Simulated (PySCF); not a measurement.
From results back to the method.

Compound: (ClAlPH)3 ring, Al₃Cl₃H₃P₃.
Bonds: Al1–Cl2, Al1–P3, Al1–P9, P3–Al4, Al4–Cl5, Al4–P6, P6–Al7, Al7–Cl8, Al7–P9. Hydrogens: H10 on P3; H11 on P6; H12 on P9.

The closed-shell ground state was solved 3 times with PySCF (density fitting, gas phase), always in the pcSseg-1 (pcSseg-2 on Al) basis (288 functions), with these functionals: B3LYP, PBE and PBE0. One conformer (not necessarily the lowest) at the PBE0-D3(BJ)/def2-SVP geometry, without solvent, vibrations or thermal averaging.

```tsv
row	total energy (Eh)	HOMO (eV)	LUMO (eV)	dipole (D)
P	-3132.8630	-7.71	-2.99	1.15
Q	-3134.1962	-7.44	-3.03	1.13
R	-3132.6147	-6.68	-3.60	1.04
```

**Question.** Which functional belongs to which row?

**Answer.** P = PBE0, Q = B3LYP, R = PBE. By rising HOMO–LUMO gap: PBE (GGA) 3.08 eV; B3LYP (global hybrid, 20 % exact exchange) 4.41 eV; PBE0 (global hybrid, 25 % exact exchange) 4.72 eV. Total energies of different functionals aren't bounds to one another; each is stationary for its own functional.
